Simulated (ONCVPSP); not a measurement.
# oxygen: one change to an ONCV potential, before and after

- Element: O (Z = 8)
- Generator: ONCVPSP 4.0.1
- Type: optimised norm-conserving Vanderbilt (ONCV)
- Functional: PBE
- Relativity: scalar-relativistic
- Frozen core: [He]
- Valence charge: 6
- Reference configuration: 2s2 2p2 (charge +2)
- Partial waves: 2s: rc 0.95 bohr, ncon 4, nbas 7, qcut 7.3 1/bohr, 2 projectors, debl 3.3 Ha; 2p: rc 1.90 bohr, ncon 3, nbas 7, qcut 6.5 1/bohr, 1 projector
- Local potential: polynomial inside 0.90 bohr (lpopt 5, dvloc0 -1 Ha)
- Core correction: Teter function, fcfact 2.5, rcfact 1.2

All-electron outer shells of the reference configuration (PBE, scalar-relativistic, ld1.x):

| shell | level (eV) | outermost node (bohr) | outermost maximum (bohr) |
| --- | --- | --- | --- |
| 1s | -557.75 | – | 0.13 |
| 2s | -58.35 | 0.27 | 0.84 |
| 2p | -43.24 | – | 0.75 |

Change: s: qcut 9.4.

Cutoffs: the cutoffs (Ha) at which the residual kinetic energy of the hardest occupied pseudo-wave falls to 1 and 0.1 mHa per electron; they do not see the model core or the augmentation charge, which bear on the density cutoff. Errors are all-electron minus pseudo energies relative to the spin-unpolarised reference configuration.

How do hardness, ghosts and transferability respond?

The potential gets softer (70 Ha and 130 Ha → 37 Ha and 66 Ha); the errors of the 4 common tests hardly move; neither file shows a bound ghost.

```tsv
quantity	base	changed
cutoff, loose	70 Ha	37 Ha
cutoff, tight	130 Ha	66 Ha
loose cutoff by channel	s 70 Ha, p 17 Ha	s 37 Ha, p 17 Ha
bound ghosts	none	none
GHOST(+) flags under 300 eV	none	none
error for 2s2 2p4, meV [ΔE -50.02 eV]	+803	+797
error for 2s2 2p3, meV [ΔE -33.59 eV]	+337	+337
error for 2s2 2p1, meV [ΔE 53.87 eV]	+707	+702
error for 2s2 2p0, meV [ΔE 130.77 eV]	+3728	+3701
s: phases at 0.96 bohr within 0.05 rad from the reference energy up to (Ha; the scan ends near 5)	to the end of the scan	to the end of the scan
p: phases at 1.92 bohr within 0.05 rad from the reference energy up to (Ha; the scan ends near 5)	-0.7	-0.7
rms error of d²Exc/dni dnj with the model core, mHa	2.13	2.08
```
